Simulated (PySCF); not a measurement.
C8H15B, SMILES `C1[C@H](C=C)CC[C@H](C1)B`, neutral singlet in the gas phase. 

Cartesian coordinates (Å):
SMILES: B[C@H]1CC[C@H](C=C)CC1
```xyz
24

B     -3.3463     0.0423     0.0354
C     -1.7994    -0.0119    -0.0171
C     -0.9913     1.0952     0.6815
C      0.4721     1.1360     0.2235
C      1.1639    -0.2248     0.3832
C      2.6142    -0.2501    -0.0276
C      3.3287     0.7620    -0.5499
C      0.3657    -1.3229    -0.3566
C     -1.0989    -1.3768     0.0942
H     -4.0079    -0.9418    -0.2516
H     -3.9197     1.1010     0.2333
H     -1.8280     0.2533    -1.1284
H     -1.0233     0.9077     1.7785
H     -1.4751     2.0813     0.5253
H      0.5121     1.4339    -0.8489
H      1.0301     1.9139     0.7861
H      1.1328    -0.4918     1.4688
H      3.1132    -1.2273     0.1150
H      2.8965     1.7604    -0.7219
H      4.3868     0.6287    -0.8234
H      0.8536    -2.3099    -0.2077
H      0.4134    -1.1128    -1.4491
H     -1.6554    -2.1445    -0.4820
H     -1.1380    -1.7010     1.1587
```
Charge 0, spin multiplicity 1.

All levels are single points at this geometry (PBE-D3(BJ)/def2-SVP); Pople sets use spherical d functions. Orbital energies aren't observables, and empty levels follow the basis.

B3LYP/3-21G in PySCF gives gap (eV) = 5.81.

Problem. Estimate the gap (eV) from each of these levels: PBE-D3(BJ)/def2-TZVP in PySCF; B3LYP/6-31G* in PySCF; SVWN5/6-31G* in PySCF; HF/3-21G in PySCF; HF/STO-3G in PySCF.

Solution. 
| level | gap (eV) |
|---|---|
| PBE-D3(BJ)/def2-TZVP in PySCF | 4.04 |
| B3LYP/6-31G* in PySCF | 5.86 |
| SVWN5/6-31G* in PySCF | 3.96 |
| HF/3-21G in PySCF | 12.60 |
| HF/STO-3G in PySCF | 15.49 |
